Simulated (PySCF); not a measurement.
## Be: excitation energy

Be [He] 2s2 (1S) → Be [He] 2s1 3d1 (3D), as a difference of total energies. Computed with PySCF 2.14 in aug-cc-pVQZ-DK (6s5p4d3f2g, 80 functions), with the spin-free X2C one-electron Hamiltonian (Gaussian nucleus). Correlated levels: valence: 1s2 frozen. The calculations carry no spin-orbit coupling.

```json
{"method": "UHF", "excitation energy (cm⁻¹)": "61446"}
{"method": "LDA", "excitation energy (cm⁻¹)": "63399"}
{"method": "PBE", "excitation energy (cm⁻¹)": "62193"}
{"method": "PBE0", "excitation energy (cm⁻¹)": "63373"}
{"method": "r2SCAN", "excitation energy (cm⁻¹)": "62510"}
{"method": "M06", "excitation energy (cm⁻¹)": "62621"}
{"method": "BP86", "excitation energy (cm⁻¹)": "62361"}
{"method": "BLYP", "excitation energy (cm⁻¹)": "63078"}
{"method": "HSE06", "excitation energy (cm⁻¹)": "63125"}
{"method": "MP2 (valence)", "excitation energy (cm⁻¹)": "67075"}
{"method": "SCS-MP2 (valence)", "excitation energy (cm⁻¹)": "68943"}
```

The promoted electron is Rydberg-like, and one or two diffuse shells describe it only roughly, which tends to raise the upper state.

In the upper state the promoted electron has a positive orbital energy at LDA, PBE, PBE0, r2SCAN, M06, BP86, BLYP, HSE06, so the basis confines it.
